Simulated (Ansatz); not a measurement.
Geometry optimisation, UKS PBE0/STO-3G in Ansatz.

The input (input.yaml):

```yaml
crystal:
  periodic: [false, false, false]
  atoms:
    - { symbol: B, position_ang: [-1.3318, 0.8827, -0.5859] }
    - { symbol: B, position_ang: [0.0167, 0.0467, -0.4917] }
    - { symbol: Si, position_ang: [0.3606, -0.9931, 1.0866] }
    - { symbol: S, position_ang: [1.3288, 0.0796, -1.9141] }
    - { symbol: H, position_ang: [-1.603, 1.5585, -1.5834] }
    - { symbol: H, position_ang: [-2.1556, 0.9343, 0.2921] }
    - { symbol: H, position_ang: [1.7163, -1.6702, 0.9539] }
    - { symbol: H, position_ang: [-0.54057, -0.52744, -1.34535] }
    - { symbol: H, position_ang: [0.4409, -0.0859, 2.3107] }
    - { symbol: H, position_ang: [1.9391, 1.1749, -1.3443] }
magnetization:
  spin_polarized: true
basis:
  gaussian: { orbitals: STO-3G }
hamiltonian:
  xc: pbe0
relax:
  f_tol: 0.02
  max_steps: 50
```

Launched with:

```bash
$ ansatz run input.yaml --threads 1 --pin off --max-ram 2048MiB --backend cpu --events-out ev --progress --plain --runs-dir out
```

Task: Where does it end, and by what steps?

Result: The run converged. Limits of this set-up: minimal basis. After 21 steps the energy has fallen by 3.799 eV; H5 moved furthest, 1.37 Å. Joined: Si3–S4.

| step | energy less start (eV) | largest force component (eV/Å) | accepted |
| --- | --- | --- | --- |
| 0 | 0.0000 | 2.989 | yes |
| 1 | -1.2850 | 1.785 | yes |
| 2 | -1.7864 | 0.924 | yes |
| 3 | -1.9872 | 1.141 | yes |
| 4 | -2.2277 | 1.288 | yes |
| 5 | -2.6625 | 2.027 | yes |
| 6 | -3.0913 | 2.616 | yes |
| 7 | -3.4413 | 0.935 | yes |
| 8 | -3.6056 | 0.814 | yes |
| 9 | -3.6530 | 0.915 | yes |
| 10 | -3.6950 | 0.753 | yes |
| 11 | -3.7509 | 0.233 | yes |
| 12 | -3.7509 | 0.793 | no |
| 13 | -3.7662 | 0.210 | yes |
| 14 | -3.7781 | 0.201 | yes |
| 15 | -3.7891 | 0.275 | yes |
| 16 | -3.7854 | 0.451 | no |
| 17 | -3.7950 | 0.076 | yes |
| 18 | -3.7978 | 0.118 | yes |
| 19 | -3.7982 | 0.081 | yes |
| 20 | -3.7989 | 0.035 | yes |
| 21 | -3.7990 | 0.013 | yes |

```xyz
10
Properties=species:S:1:pos:R:3
B -1.335 0.932 -0.583
B -0.428 -0.366 -0.888
Si 0.680 -0.586 0.695
S 1.497 -0.032 -1.276
H -0.897 2.022 -0.508
H -2.467 0.825 -0.286
H 1.337 -1.815 1.083
H -0.756 -1.364 -1.390
H 1.055 0.472 1.606
H 1.486 1.311 -1.073
```

The run took 65 s on 1 thread of Arm Neoverse V2, on a shared host, peak memory 0.14 GiB.
